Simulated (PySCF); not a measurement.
Coordinates in bohr (charge 0 multiplicity 2):
```
Ce    0.0000    0.0000   -0.0231
H     3.7274    0.0000    1.0709
H    -1.8637    3.2280    1.0709
H    -1.8636   -3.2280    1.0709
```

These are results of PySCF, UPBE0, basis Ce def2-SVP with ECP28, H def2-SVP (scalar-relativistic core potentials, no spin–orbit coupling, density fitting), not measurements.

This geometry of CeH₃ is a stationary point at this level.

(1) What is the point group?

(2) Is it a minimum?

(3) Which band is strongest in the infrared?

(4) Give the ideal-gas entropy at 298.15 K and 1 bar by parts.

Results:

(1) C3v.

(2) Yes: all harmonic wavenumbers are real.

(3) 1365 cm⁻¹ (e), 2220 km/mol.

(4) translation 170.7, rotation 65.7, vibration 11.3, spin 5.8; total 253.5 J/(mol K).

Other isomers or separated fragments may lie lower. Other spin states or occupations of the open shell can lie lower. The pruned grid is coarse for the open f shell: energies are uncertain by about 2 kJ/mol and soft modes are noisy. At this level a doublet minimum of C3v symmetry lies 7 kJ/mol below this structure. No spin–orbit coupling is included, which matters more the heavier the element.
